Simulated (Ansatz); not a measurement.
`CB[SiH2]Cl` + NH₃ → `CBN` + `[SiH3]Cl` at 500 K and 1 bar (cleavage of the B–Si bond).

Calculated with Ansatz (gas phase, PBE0-D4/def2-TZVP geometries, no zero-point term in ΔE). CCSD(T)/CBS adds triple-zeta CCSD(T) − MP2 to the extrapolated MP2 energy (def2 sets, frozen cores). This one scheme is used for every species. One conformer a species, not always the lowest.

```json
{"species": "`CB[SiH2]Cl`", "CCSD(T)/CBS energy (Eh)": "-815.34006", "H − E (kJ/mol)": "220.2", "S (J/(mol·K))": "410.4"}
{"species": "NH₃", "CCSD(T)/CBS energy (Eh)": "-56.50880", "H − E (kJ/mol)": "108.2", "S (J/(mol·K))": "211.8"}
{"species": "`CBN`", "CCSD(T)/CBS energy (Eh)": "-121.21267", "H − E (kJ/mol)": "233.6", "S (J/(mol·K))": "318.2"}
{"species": "`[SiH3]Cl`", "CCSD(T)/CBS energy (Eh)": "-750.69636", "H − E (kJ/mol)": "92.3", "S (J/(mol·K))": "281.7"}
```

H − E and S are ideal-gas, rigid-rotor, harmonic terms from PBE0-D4/def2-TZVP, for one conformer and one mirror image of each species. 1 Eh = 2625.50 kJ/mol, R = 8.31446 J/(mol·K).

Question: By hand: ΔE, ΔH, ΔS and ΔG.

Answer: ΔE = (-121.21267) + (-750.69636) − (-815.34006) − (-56.50880) = -0.06017 Eh = -158.0 kJ/mol. Δ(H − E) = 233.6 + 92.3 − 220.2 − 108.2 = -2.5, so ΔH = -160.5 kJ/mol. ΔS = 318.2 + 281.7 − 410.4 − 211.8 = -22.3 J/(mol·K). ΔG = -160.5 − 500 × (-22.3)/1000 = -149.3 kJ/mol.

Question: By hand: the equilibrium constant, and the temperature at which ΔG would vanish if ΔH and ΔS stayed fixed.

Answer: log₁₀ K = −ΔG/(RT ln 10) = 15.6. ΔG = 0 at ΔH/ΔS = 7197 K, far beyond where these terms or the molecules hold.

ΔH outweighs TΔS. A doubt of 5 kJ/mol in ΔE shifts log₁₀ K by 0.5 here. Other conformers and mirror images would add mixing entropy, several J/(mol·K) or more a flexible species. Modes under 60 cm⁻¹, often nearly free rotors, make the harmonic entropy too high. These are equilibria of isolated gas molecules and say nothing of rates. Largest T1 diagnostic: 0.011 (customary marks: 0.02 for closed shells, 0.045 for open ones).
